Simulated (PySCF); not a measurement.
Input for PySCF:
```python
from pyscf import gto, scf, dft

mol = gto.Mole()
mol.atom = '''
    Si    1.66704058   -0.21564473    0.06340929
    N     0.00000000    0.00000000    0.00000000
    Si   -1.66704058    0.21564473   -0.06340929
    H     2.07133989   -1.10699091   -1.03241083
    H     2.31973004    1.09264605   -0.08201896
    H     2.01821156   -0.81474582    1.35821990
    H    -2.29077909   -0.60334976    0.98491125
    H    -2.14890177   -0.20387251   -1.38650896
    H    -1.96960063    1.63631295    0.15780760
'''
mol.basis = 'sto-3g'
mol.spin = 1
mol.verbose = 4
mol.build()

mf = dft.UKS(mol)
mf.xc = 'hse06'
mf.kernel()
mf.analyze()
```

Q: What HOMO energy does HSE06/STO-3G (PySCF) give?

A: -2.28 eV

Q: What nuclear repulsion energy does HSE06/STO-3G give?

A: 144.6238 Eh

Q: What total energy does HSE06/STO-3G give?

A: -629.5642 Eh

Q: Give the <S^2> at the level HSE06/STO-3G.

A: 0.754

These values belong to the state on which the SCF converged, which isn't shown to be the lowest.

Q: Roughly what does it cost on one core?

A: about 11 core-seconds (a rough figure).
